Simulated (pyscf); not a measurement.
# H₂N–NH–SiH₃, singlet

Gas-phase minimum from PySCF at ωB97X-D3(BJ)/def2-SVP, one conformer. H₂N–NH–SiH₃ lies 57.4 kcal/mol over its isomer H₂N–SiH₂–NH₂, and others may lie lower still (electronic energy, ωB97M-D3(BJ)). 

```xyz
9

N     -0.2605     0.4660    -2.5574
N     -1.2392     0.7104    -1.5784
Si    -0.9197     1.5107    -0.0786
H      0.4917    -0.1117    -2.1806
H      0.1480     1.3412    -2.8866
H     -2.1540     0.3638    -1.8409
H      0.1065     0.7845     0.7356
H     -2.2077     1.5744     0.6700
H     -0.3827     2.8930    -0.2881
```

Bonded distances (Å): N1–N2 1.406, N1–H4 1.021, N1–H5 1.021, N2–Si3 1.730, N2–H6 1.013, Si3–H7 1.498, Si3–H8 1.491, Si3–H9 1.498. Bond angles (°): N2–N1–H4 110.8, N2–N1–H5 110.7, H4–N1–H5 108.0, N1–N2–Si3 123.8, N1–N2–H6 112.9, Si3–N2–H6 123.4, N2–Si3–H7 111.9, N2–Si3–H8 107.2, N2–Si3–H9 111.8, H7–Si3–H8 109.9, H7–Si3–H9 106.1, H8–Si3–H9 109.9.

Properties at ωB97X-D3(BJ)/def2-SVP:

```yaml
harmonic_wavenumbers_unscaled: 102, 153, 254, 459, 683, 740, 835, 903, 935, 973, 1024, 1238, 1323, 1410, 1676, 2209, 2230, 2264, 3504, 3586, 3657 cm⁻¹
zero_point_energy: 43.1 kcal/mol
rotational_symmetry_number: 1
Entropy of this conformer at 298 K and 1 atm, rigid rotor and harmonic oscillator, modes under 100 cm⁻¹ raised to 100: 299.7 J/(mol K)
dipole_moment: 0.38 D
```

Single-point totals, which compare only within one level (frozen core for MP2 and CC):

| level | total energy (hartree) |
|---|---|
| ωB97X-D3(BJ)/def2-TZVP | -402.69971 |
| PBE/def2-TZVP | -402.34017 |
| r²SCAN/def2-TZVP | -402.53730 |
| B3LYP-D3(BJ)/def2-TZVP | -402.66951 |
| PBE0-D3(BJ)/def2-TZVP | -402.38207 |
| M06-2X/def2-TZVP | -402.55568 |
| ωB97M-D3(BJ)/def2-TZVP | -402.70014 |
| HF/def2-TZVPP | -401.35504 |
| MP2/def2-TZVPP | -401.91391 |
| CCSD/def2-TZVPP | -401.94985 |
| CCSD(T)/def2-TZVPP | -401.97118 |

Soft torsions are taken as harmonic, which can shift the entropy by several J/(mol K). The CCSD(T) − MP2 part came from Ansatz, without density fitting, on the same reference.
